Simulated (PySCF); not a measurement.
**Excitation energy of Ca by level of theory**

Ca [Ar] 4s2 (1S) → Ca [Ar] 3d1 4s1, s spin flipped, as a difference of total energies. Computed with PySCF 2.14 in dyall-av2z (17s13p4d, 76 functions), with the non-relativistic Hamiltonian (point nucleus). Correlated levels: valence: [Ar] frozen; virtual orbitals above 40 to 60 times the deepest correlated orbital energy dropped. The calculations carry no spin-orbit coupling.

```tsv
method	excitation energy (eV)
UHF	3.404
MP2 (valence)	3.711
SCS-MP2 (valence)	3.773
```

How much does correlation contribute at MP2 (valence)?

3.711 − (3.404) = 0.307 eV, measured against UHF.

The upper determinant mixes two multiplicities, so it lies between the two terms.

The coupled-cluster amplitudes are large for the upper state (T1 above 0.03 or a double amplitude above 0.15), so a single reference is strained.
